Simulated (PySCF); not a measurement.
BrF2GeHO. Atoms are numbered in the order given.

```xyz
6

O      1.6351    -1.2555     0.0000
Ge     0.0054    -0.6502     0.0000
F     -0.8567    -1.2632     1.3540
F     -0.8567    -1.2632    -1.3540
Br     0.0140     1.5945     0.0000
H      1.6776    -2.2205     0.0000
```
Charge 0, spin multiplicity 1.

Geometry optimised at PBE0-D3(BJ)/def2-SVP. The structure was generated by enumeration, and PubChem lists no compound with its InChIKey, so it may never have been made. Other conformers were not sampled.

The numbers are results of PBE/def2-TZVP (PySCF), not measurements.

Symmetry labels are those of the subgroup Cs that the program uses (full group Cs).

Computed valence orbital energies around the gap with their symmetry:
```
orbital  symmetry  energy (eV)
-------  --------  -----------
HOMO−7         A'       -10.57
HOMO−6         A"       -10.07
HOMO−5         A"        -9.82
HOMO−4         A'        -9.80
HOMO−3         A'        -9.31
HOMO−2         A"        -8.57
HOMO−1         A'        -8.13
HOMO           A"        -8.08
LUMO           A'        -2.62
LUMO+1         A'        -0.23
LUMO+2         A"         0.21
LUMO+3         A'         0.52
```
